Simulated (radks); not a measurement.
The numbers below are computed, except where a source is named.
Problem. Numerical settings for the iron ion Fe3+, [Ar] 3d5. Level of theory: non-relativistic Kohn-Sham, r2SCAN, spin-polarised, spherical densities, point nucleus; open shells are filled with parallel spins first; meta-GGA in the generalised Kohn-Sham scheme (a radial shooting solver on a logarithmic mesh with Libxc functionals). The defaults (mesh step 0.008 in ln r, mesh end at 40 bohr or more with all orbitals vanishing there, Anderson mixing 0.5 over 9 steps, residual threshold near 1e-9 with the energy settled to 1e-9 hartree or 1e-11 of itself, here a cap of 63 iterations) give E = -1261.640 hartree and 3d at -45.989 eV in 12 iterations. Run on one thread of a shared host, so times are rough (Arm Neoverse N1): 0.16 s of CPU time, 0.16 s wall, 12 iterations on 2476 mesh points. One setting is changed at a time: mesh step in ln r 0.08; mesh step in ln r 0.003; mesh step in ln r 0.02; mesh end (bohr) 20; mesh end (bohr) 400; residual threshold 0.1; residual threshold 0.001; mixing 0.2; linear mixing, mixing 0.8; linear mixing, mixing 0.2; mixing history 2; iteration cap 3. Which runs fail to converge, and which converge to a wrong energy?

Solution. Not converged within the cap: mesh step in ln r 0.08; iteration cap 3. No run marked as converged misses the energy by more than 1 mhartree.
